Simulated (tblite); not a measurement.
Input of a run (GFN2-xTB geometry optimisation, gas phase (tblite 0.8.0)), started from a force field or distance geometry:
```
{"job": {"kind": "relax", "xc": "GFN2-xTB", "basis": "xTB"}, "charge": 0, "multiplicity": 1}
C     -2.695500    -0.214900     1.238800
O     -1.505700     0.419600     0.807300
C     -1.350100     0.482100    -0.604900
C     -0.895500    -0.852800    -1.204100
C      0.469900    -1.310700    -0.659700
P      1.772500    -0.114200    -1.197000
Si     3.409900    -0.606100     0.217600
C      1.045600     1.377500    -0.376700
C     -0.366900     1.621900    -0.919600
H     -3.579400     0.308200     0.836100
H     -2.725400    -1.267000     0.947300
H     -2.753700    -0.161800     2.332600
H     -2.332300     0.757200    -1.039900
H     -0.868700    -0.788700    -2.293500
H     -1.626400    -1.632700    -0.949100
H      0.706900    -2.297200    -1.060700
H      0.428900    -1.403200     0.426800
H      3.959900    -1.944100    -0.136100
H      2.850900    -0.645000     1.600700
H      4.464400     0.435500     0.133300
H      0.996900     1.263900     0.712300
H      1.668200     2.246800    -0.590800
H     -0.334500     1.803000    -1.991900
H     -0.751700     2.542200    -0.462100
```

Output (eV, eV/Å):
```
step      E/eV     max force
  0    -783.97515    0.569
  1    -784.00321    0.335
  2    -784.02027    0.219
  3    -784.02762    0.266
  4    -784.03569    0.306
  5    -784.04126    0.193
  6    -784.04461    0.108
  7    -784.04622    0.079
  8    -784.04748    0.101
  9    -784.04850    0.075
 10    -784.04953    0.105
 11    -784.05060    0.126
 12    -784.05170    0.110
 13    -784.05266    0.072
 14    -784.05334    0.064
 15    -784.05384    0.062
 16    -784.05433    0.070
 17    -784.05482    0.055
 18    -784.05522    0.050
 19    -784.05551    0.042
 20    -784.05576    0.043
 21    -784.05604    0.051
 22    -784.05638    0.045
 23    -784.05675    0.044
 24    -784.05708    0.041
 25    -784.05739    0.046
 26    -784.05765    0.032
 27    -784.05786    0.031
 28    -784.05805    0.031
 29    -784.05821    0.027
 30    -784.05833    0.025
 31    -784.05841    0.018
 32    -784.05847    0.015
 33    -784.05851    0.014
 34    -784.05854    0.012
 35    -784.05857    0.010
 36    -784.05860    0.011
 37    -784.05864    0.012
 38    -784.05868    0.014
 39    -784.05872    0.016
 40    -784.05876    0.017
 41    -784.05881    0.020
 42    -784.05887    0.019
 43    -784.05893    0.013
 44    -784.05898    0.020
 45    -784.05902    0.021
 46    -784.05907    0.017
 47    -784.05911    0.015
 48    -784.05915    0.012
 49    -784.05918    0.014
 50    -784.05920    0.011
 51    -784.05923    0.011
 52    -784.05926    0.009
```

Problem. Summarise the run.

Solution. The energy falls by 8.1 kJ/mol over 52 L-BFGS steps, the largest force on an atom goes from 0.57 to 0.009 eV/Å, and the atoms move by 0.064 Å rms after alignment. Among the bonds, Si7–H18 and Si7–H19 change most and about equally (-0.026 to -0.025 Å). Bonds longer at the end by more than 0.005 Å: 3 of 24; shorter: 10. Among the angles that change most is P6–Si7–H19, from 108.7° to 114.7°. The energy never rose by more than 1e-5 eV on the way. The first step brought 33 % of the lowering.

Problem. What are the final bond lengths?

Solution. C1–O2 1.402 Å, O2–C3 1.418 Å, C3–C4 1.537 Å, C4–C5 1.526 Å, C5–P6 1.861 Å, P6–Si7 2.236 Å, P6–C8 1.860 Å, C8–C9 1.526 Å, C3–C9 1.532 Å, C1–H10 1.098 Å, C1–H11 1.096 Å, C1–H12 1.089 Å, C3–H13 1.104 Å, C4–H14 1.093 Å, C4–H15 1.094 Å, C5–H16 1.093 Å, C5–H17 1.093 Å, Si7–H18 1.463 Å, Si7–H19 1.467 Å, Si7–H20 1.463 Å, C8–H21 1.092 Å, C8–H22 1.093 Å, C9–H23 1.093 Å, C9–H24 1.093 Å. Numbering counts from 1 in the input's order; the species is `COC1CCP([SiH3])CC1`.

Its GFN2-xTB frequencies are all real (lowest 52 cm⁻¹). The numbers are those of one conformer.

All values are computed, not measured.
